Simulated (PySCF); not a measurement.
Give a PBE0-D3(BJ)/def2-SVP geometry of `C(C)[O+](CC)[Al-]([Br])([Br])[Br]` (AlBr3.OEt2).

```xyz
19
C4H10AlBr3O angstrom
C      2.0494    0.2440    0.9632
C      1.2611   -0.4238   -0.1338
O     -0.0591    0.1554   -0.2697
C     -1.1062   -0.4557    0.5241
C     -1.7170   -1.6327   -0.1883
Al    -0.4074    1.8809   -1.0253
Br     1.4731    2.2942   -2.2303
Br    -0.7128    3.1471    0.8424
Br    -2.3030    1.5361   -2.2287
H      3.0369   -0.2340    1.0442
H      2.2046    1.3091    0.7383
H      1.5480    0.1630    1.9388
H      1.7412   -0.2969   -1.1129
H      1.1166   -1.4995    0.0424
H     -0.6667   -0.7195    1.4980
H     -1.8440    0.3393    0.7048
H     -0.9796   -2.4256   -0.3831
H     -2.5157   -2.0606    0.4353
H     -2.1552   -1.3113   -1.1435
```

Orientation and origin are arbitrary. Atoms count from 1 in this order. Of the pairs four or more bonds apart, Br7···H13 is among the closest relative to their van der Waals radii: 2.83 Å, 93 % of the sum of Bondi's values. O3 (oxygen bonded to Al and 2 C) is almost planar (angles 124.3°, 117.7° and 116.0°, sum 358.0°, 0.13 Å off the plane of its three neighbours). Al6 (aluminium bonded to 3 Br and O) is distorted tetrahedral (angles from 101.6° to 116.4°).

Bonds between heavy atoms (Å): C1–C2 1.507, C2–O3 1.448, O3–C4 1.449, C4–C5 1.505, O3–Al6 1.916, Al6–Br7 2.271, Al6–Br8 2.277, Al6–Br9 2.272.

Method: PBE0-D3(BJ)/def2-SVP geometry optimisation, gas phase in PySCF 2.14.0.

Point group: C1 (no symmetry element, even within 0.4 Å). Stationary, but not proved a minimum. One conformer, not necessarily the lowest (C1–C2–O3–C4 -90°, C2–O3–C4–C5 -86°).
